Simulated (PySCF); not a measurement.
From one molecule to another.

First species: C₅H₈O₂SSi.
SMILES with atom numbers: `[CH3:1][S:2][Si@H:3]([OH:4])[C:5]#[C:6][C:7]([CH3:8])=[O:9]` (hydrogens: H10, H11, H12 on C1; H13 on Si3; H14 on O4; H15, H16, H17 on C8)

Cartesian coordinates in Å at the GFN2-xTB level; atoms count from 1:
```
atom  x, y, z in Å
C1    -2.0563   -1.2572    1.7604
S2    -2.7505   -1.1447    0.0855
Si3   -1.9675    0.7643   -0.5287
O4    -2.3851    1.0242   -2.0671
C5    -0.1312    0.6191   -0.2974
C6     1.0406    0.4165   -0.0748
C7     2.4347    0.1965    0.2133
C8     3.3100    0.2608   -1.0118
O9     2.8384   -0.0184    1.3306
H10   -2.4900   -0.4830    2.3855
H11   -2.3201   -2.2357    2.1476
H12   -0.9772   -1.1497    1.7150
H13   -2.5112    1.8708    0.2362
H14   -2.5815    0.3142   -2.6731
H15    2.9933   -0.4987   -1.7248
H16    4.3488    0.0991   -0.7353
H17    3.1977    1.2339   -1.4870
```

Second species: C₅H₁₃NOSi₂.
Atom-mapped SMILES: `[CH2:1]=[CH:2][C:3](=[CH2:4])[Si@H:5]([OH:6])[SiH2:7][NH:8][CH3:9]` (hydrogens: H10, H11 on C1; H12 on C2; H13, H14 on C4; H15 on Si5; H16 on O6; H17, H18 on Si7; H19 on N8; H20, H21, H22 on C9)

Levels: PBE0/pcSseg-1 for HOMO energy, LUMO energy and HOMO–LUMO gap. Geometries: GFN2-xTB. All species are isolated and taken at one optimised geometry, non-relativistic unless stated. Electronic properties by PySCF.

Dipoles, sizes and rotational constants follow the conformer. The torsions of the flexible species, by atom-mapped SMILES:
- `[CH3:1][S:2][Si@H:3]([OH:4])[C:5]#[C:6][C:7]([CH3:8])=[O:9]`: C1–S2–Si3–O4 176°, H–O4–Si3–S2 -25°

The conformers of `C=CC(=C)[Si@H](O)[SiH2]NC` aren't listed.

| property | column X | column Y |
| --- | --- | --- |
| HOMO energy | -7.13 eV | -6.60 eV |
| LUMO energy | -2.04 eV | -1.01 eV |
| HOMO–LUMO gap | 5.09 eV | 5.59 eV |

Q: Which column belongs to which species?

A: Column X is the first species and column Y the second. The first has 17 atoms and 84 electrons, the second 22 and 86.

Q: How does each property change from the first species to the second?

A: HOMO energy +0.53 eV; LUMO energy +1.03 eV; HOMO–LUMO gap +0.50 eV.

